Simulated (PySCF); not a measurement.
A PySCF script (with the pyscf-properties extension) for the NMR shieldings of SMILES C#CCC[SiH2]/C=C/C(=O)O, C$_{7}$H$_{10}$O$_{2}$Si, on a GFN2-xTB geometry:

```python
import basis_set_exchange as bse
import numpy as np
from pyscf import gto, dft
from pyscf.prop import nmr

atoms = """
C     4.707476   -0.866111   -0.904854
C     3.763861   -0.829494   -0.169845
C     2.597917   -0.767049    0.687369
C     1.413652   -0.109260   -0.029819
Si   -0.137469   -0.024207    1.073372
C    -1.514840    0.812659    0.100955
C    -2.598541    0.200814   -0.372164
C    -3.637864    0.936595   -1.111089
O    -3.625763    2.116485   -1.361352
O    -4.647663    0.134346   -1.490409
H     5.544463   -0.905644   -1.535558
H     2.850930   -0.199526    1.587106
H     2.331869   -1.782329    0.994366
H     1.708556    0.892836   -0.348782
H     1.199965   -0.669587   -0.943005
H     0.137679    0.777213    2.273390
H    -0.552128   -1.377240    1.463442
H    -1.445031    1.876715   -0.095337
H    -2.784070   -0.854243   -0.240389
H    -5.318145    0.647705   -1.967093
"""
names = dict.fromkeys(["C", "Si", "O", "H"], "pcSseg-1")
basis = {el: gto.basis.parse(bse.get_basis(n, elements=[el], fmt="nwchem")) for el, n in names.items()}
mol = gto.M(atom=atoms, basis=basis, charge=0, verbose=0)
mf = dft.RKS(mol, xc="PBE0")
mf.grids.level = 2
mf.grids.alignment = dft.numint.BLKSIZE   # the property module wants whole blocks of grid points
mf.conv_tol = 1e-9
mf.kernel()

calc = nmr.RKS(mf)   # GIAO
C = mf.mo_coeff
Co = C[:, mf.mo_occ > 0]
resp = mf.gen_response(singlet=True, hermi=2)
def vind(x):   # induced exchange potential for any number of trial vectors
    d = np.einsum("pi,xij,qj->xpq", C, 2 * x.reshape(-1, C.shape[1], Co.shape[1]), Co, optimize=True)
    return np.einsum("xpq,pi,qj->xij", resp(d - d.transpose(0, 2, 1)), C, Co, optimize=True).ravel()
mo1, _ = nmr.rhf.solve_mo1(calc, with_cphf=vind)
sigma = calc.kernel(mo1)
for i, s in enumerate(sigma):   # ppm
    w = np.linalg.eigvalsh((s + s.T) / 2)
    print("%2d %-2s iso %8.1f  s11 %8.1f  s22 %8.1f  s33 %8.1f" % (i, mol.atom_pure_symbol(i), w.mean(), *w))
```

Task: Give the expected output.

Result: 
```
 0 C  iso    111.6  s11     40.2  s22     44.2  s33    250.6
 1 C  iso     96.7  s11     -9.8  s22      2.6  s33    297.3
 2 C  iso    170.0  s11    159.1  s22    168.1  s33    182.9
 3 C  iso    170.4  s11    156.3  s22    164.0  s33    190.8
 4 Si iso    388.3  s11    358.8  s22    382.7  s33    423.4
 5 C  iso     30.4  s11    -94.7  s22      2.5  s33    183.5
 6 C  iso     44.2  s11    -70.6  s22     64.3  s33    139.0
 7 C  iso     17.5  s11    -82.0  s22     60.2  s33     74.4
 8 O  iso    -76.5  s11   -298.4  s22   -230.2  s33    299.1
 9 O  iso    124.0  s11    -20.9  s22    144.7  s33    248.2
10 H  iso     30.2  s11     25.1  s22     25.1  s33     40.5
11 H  iso     29.5  s11     23.7  s22     29.9  s33     34.8
12 H  iso     29.5  s11     23.6  s22     30.0  s33     34.8
13 H  iso     30.4  s11     25.6  s22     30.4  s33     35.1
14 H  iso     30.5  s11     25.9  s22     30.7  s33     35.0
15 H  iso     27.3  s11     24.1  s22     25.9  s33     31.7
16 H  iso     27.4  s11     23.9  s22     26.7  s33     31.7
17 H  iso     23.7  s11     19.5  s22     23.4  s33     28.3
18 H  iso     25.1  s11     22.2  s22     22.8  s33     30.4
19 H  iso     25.5  s11     20.8  s22     22.6  s33     33.2
```

These numbers come from an equivalent density-fitted implementation of the same equations, which agrees with the script to about 0.01 ppm for H and up to a few tenths of a ppm for heavy atoms, so last digits may differ.

Task: Turn these shieldings into chemical shifts. Shifts are taken against calculated references (same method and geometry level): TMS for 13C (186.93 ppm) and 29Si (349.16 ppm) and 1H (31.72 ppm); 17O (336.08 ppm) against H2O.

Result: Averaging equivalent atoms: C 7: 169.4; C 5: 156.5; C 6: 142.7; C 1: 90.2; C 0: 75.3; C 2: 16.9; C 3: 16.6; Si 4: -39.1; O 8: 412.6; O 9: 212.1; H 17: 7.97; H 18: 6.59; H 19: 6.19; H 15/16: 4.38; H 11/12: 2.26; H 10: 1.49; H 13/14: 1.25 ppm. Unscaled 17O shifts of doubly bonded oxygen tend to come out too high, by tens of ppm or more. Experimental scales use liquid or dissolved standards, which lie at an offset from isolated H2O (liquid H2O: subtract about 36 ppm).

Size and cost of the density-fitted run: 227 basis functions, 87 s wall time on 1 thread of an Arm Neoverse N1, shared host; peak memory 1 GiB.
